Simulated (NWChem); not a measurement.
System meant: C₂H₄FNOSi; SMILES C(=N\C=O)/[SiH2]F

Input file for NWChem:

```
start job
memory heap 200 mb stack 900 mb global 1100 mb
geometry units angstroms noautoz
  O      0.170722     3.382483     0.000000
  C     -0.373075     2.307258     0.000000
  N      0.335530     1.062714     0.000000
  C     -0.412698     0.012324     0.000000
  Si     0.485494    -1.658465     0.000000
  F     -0.638426    -2.852851     0.000000
  H     -1.505332     2.183689     0.000000
  H     -1.536291     0.098784     0.000000
  H      1.312531    -1.767422     1.243961
  H      1.312531    -1.767422    -1.243961
end
basis spherical
  * library def2-svp
end
dft
  odft
  mult 2
  xc xpbe96 cpbe96
  iterations 150
  mulliken
end
task dft energy
```

End of the output:

```
 Summary of "ao basis" -> "ao basis" (spherical)
 ------------------------------------------------------------------------------
       Tag                 Description            Shells   Functions and Types
 ---------------- ------------------------------  ------  ---------------------
 O                          def2-svp                 6       14   3s2p1d
 C                          def2-svp                 6       14   3s2p1d
 N                          def2-svp                 6       14   3s2p1d
 Si                         def2-svp                 8       18   4s3p1d
 F                          def2-svp                 6       14   3s2p1d
 H                          def2-svp                 3        5   2s1p

 Summary of "ao basis" -> "ao basis" (spherical)
 ------------------------------------------------------------------------------
       Tag                 Description            Shells   Functions and Types
 ---------------- ------------------------------  ------  ---------------------
 O                          def2-svp                 6       14   3s2p1d
 C                          def2-svp                 6       14   3s2p1d
 N                          def2-svp                 6       14   3s2p1d
 Si                         def2-svp                 8       18   4s3p1d
 F                          def2-svp                 6       14   3s2p1d
 H                          def2-svp                 3        5   2s1p

      Symmetry analysis of basis
      --------------------------

        a'         76
        a"         32

  number of electrons :                   54
  multiplicity        :                    2
 ------------------------------------------------------------------------
  no. of electrons and multiplicity not compatible                  54
 ------------------------------------------------------------------------
 ------------------------------------------------------------------------
  current input line :
    25: task dft energy
 ------------------------------------------------------------------------
 ------------------------------------------------------------------------
 There is an error in the input file
 ------------------------------------------------------------------------
 For more information see the NWChem manual at https://nwchemgit.github.io

0: no. of electrons and multiplicity not compatible:Received an Error in Communication
```

### Question
Find the fault in this run and fix the input.

### Answer
The program refused the input. Cause: the multiplicity doesn't fit the number of electrons (an even count wants an odd multiplicity, and the reverse). This input runs:
```
start job
memory heap 200 mb stack 900 mb global 1100 mb
geometry units angstroms noautoz
  O      0.170722     3.382483     0.000000
  C     -0.373075     2.307258     0.000000
  N      0.335530     1.062714     0.000000
  C     -0.412698     0.012324     0.000000
  Si     0.485494    -1.658465     0.000000
  F     -0.638426    -2.852851     0.000000
  H     -1.505332     2.183689     0.000000
  H     -1.536291     0.098784     0.000000
  H      1.312531    -1.767422     1.243961
  H      1.312531    -1.767422    -1.243961
end
basis spherical
  * library def2-svp
end
dft
  xc xpbe96 cpbe96
  iterations 150
  mulliken
end
task dft energy
```
It converges to -597.13538 Ha (PBE/def2-SVP).
